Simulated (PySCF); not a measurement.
Species: C6H12N2Si.
Numbering: `[CH3:1][CH2:2][CH2:3][n:4]1[n:5][cH:6][cH:7][c:8]1[SiH3:9]`

Cartesian coordinates in Å at the GFN2-xTB level; atoms count from 1:
```xyz
21
C6H12N2Si angstrom
C      2.892    0.738    0.727
C      1.676   -0.137    0.453
C      0.764    0.497   -0.601
N     -0.392   -0.316   -0.848
N     -0.332   -1.285   -1.750
C     -1.503   -1.898   -1.710
C     -2.331   -1.310   -0.755
C     -1.583   -0.281   -0.201
Si    -2.057    0.951    1.121
H      3.474    0.877   -0.181
H      3.530    0.278    1.477
H      2.583    1.715    1.092
H      1.109   -0.283    1.374
H      1.994   -1.117    0.094
H      0.438    1.487   -0.270
H      1.306    0.592   -1.545
H     -1.702   -2.726   -2.363
H     -3.335   -1.582   -0.498
H     -3.425    0.662    1.544
H     -1.142    0.845    2.264
H     -1.972    2.311    0.574
```

Definitions: NICS(0) = −σiso at the ring centroid; NICS(1) = −σiso and NICS(1)zz = −σzz at ±1 Å along the ring normal z. Level: GIAO PBE0/pcSseg-1 (PySCF, non-relativistic, gas phase) on the GFN2-xTB geometry, one conformer.

Ring bond lengths (Å), with Mayer bond orders in brackets: N4–N5 1.325 (1.23), N5–C6 1.322 (1.50), C6–C7 1.395 (1.36), C7–C8 1.388 (1.38), C8–N4 1.355 (1.08).

Problem. What do the NICS probes read (ppm)?

Solution. 
```csv
ring,type,NICS(0),"NICS(1), two faces","NICS(1)zz, two faces",rms pucker (Å),"centre to ring atoms, mean (Å)"
N4–N5–C6–C7–C8,5-membered ring with 2 N; formal bonds all aromatic,-13.0,-12.2 / -12.2,-30.9 / -31.9,0.00,1.15
```

Problem. What can be read from them?

Solution. 
- N4–N5–C6–C7–C8: mean NICS(1)zz -31.4 ppm, shielded, aromatic by this magnetic criterion (flat ring, no four-coordinate atom).

Problem. And the bond-length index? HOMA = 1 − mean of α(R − Ropt)² over the ring bonds, with Krygowski's 1993 parameters (CC: Ropt 1.388 Å, α 257.7 Å⁻²; CN: Ropt 1.334 Å, α 93.52 Å⁻²; NN: Ropt 1.309 Å, α 130.33 Å⁻²).

Solution. 
- N4–N5–C6–C7–C8: HOMA 0.98; the largest term is that of C8–N4, α(R − Ropt)² = 0.04. The geometric and the magnetic index point the same way.

Problem. What field does 7.05 T along the ring normal induce along that normal at the first NICS(1) probe listed for ring N4–N5–C6–C7–C8, 1 Å off the ring?

Solution. NICSzz × B0 = -30.9 ppm × 7.05 T = -218 μT, against the applied field.

Problem. List the ring angles and the Hirshfeld charges of the ring atoms.

Solution. 
- N4–N5–C6–C7–C8: N4 112.6° (+0.047 e), N5 106.2° (-0.142 e), C6 110.5° (-0.036 e), C7 105.4° (-0.102 e), C8 105.3° (-0.077 e); sum 540.0° against 540° for a flat convex ring.

Problem. What are the shieldings of the ring atoms and their hydrogens in the same run (means over atoms taken as equivalent)?

Solution. 
| atoms | environment | σ isotropic (ppm) |
| --- | --- | --- |
| N4 | pyrrole-type nitrogen | 15.1 |
| N5 | pyridine-type nitrogen | -96.1 |
| C6 | aromatic CH next to a ring nitrogen | 44.5 |
| C7 | aromatic CH carbon | 63.7 |
| C8 | substituted aromatic carbon | 56.1 |
| H17 | aromatic hydrogen | 24.11 |
| H18 | aromatic hydrogen | 25.06 |
